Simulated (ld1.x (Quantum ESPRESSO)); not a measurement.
**u(r) = r·R(r): atom against pseudo-atom (palladium (Pd))**

Columns: radius, all-electron u(r) and pseudo u(r) of the 4d shell (level -6.71 eV) of palladium in the configuration [Kr] 4d9.75 5s0 5p0; LDA (PZ), scalar-relativistic, PAW scheme, ld1.x (Quantum ESPRESSO) 7.5.

```
r (bohr)  all-electron   pseudo
   0.205        0.4141  -0.0137
   0.410        0.1009  -0.0980
   0.615       -0.4222  -0.2730
   0.820       -0.7335  -0.4937
   1.025       -0.8409  -0.6806
   1.230       -0.8316  -0.7720
   1.435       -0.7699  -0.7612
   1.640       -0.6904  -0.6908
   1.845       -0.6091  -0.6091
   2.050       -0.5330  -0.5330
   2.255       -0.4644  -0.4644
   2.460       -0.4036  -0.4036
   2.665       -0.3505  -0.3505
   2.870       -0.3041  -0.3041
   3.075       -0.2638  -0.2638
   3.280       -0.2288  -0.2288
   3.485       -0.1984  -0.1984
   3.690       -0.1721  -0.1721
   3.895       -0.1492  -0.1492
   4.100       -0.1293  -0.1293
   4.305       -0.1121  -0.1121
   4.510       -0.0972  -0.0972
   4.715       -0.0842  -0.0842
   4.920       -0.0730  -0.0730
   5.125       -0.0632  -0.0632
   5.330       -0.0548  -0.0548
```

(1) How many radial nodes do the two functions have?

(2) At about which radius was the pseudo-wave matched?

(3) Is the pseudo-wave norm-conserving?

Results:

(1) The all-electron 4d function has n − l − 1 = 1; the pseudo-wave has 0, since the states of the same l below it are removed with the core.

(2) 1.80 bohr, where the columns begin to agree (steps of 0.20 bohr).

(3) No, it belongs to a PAW set: the norm inside the radius is not constrained, and the difference is carried by the augmentation charge.
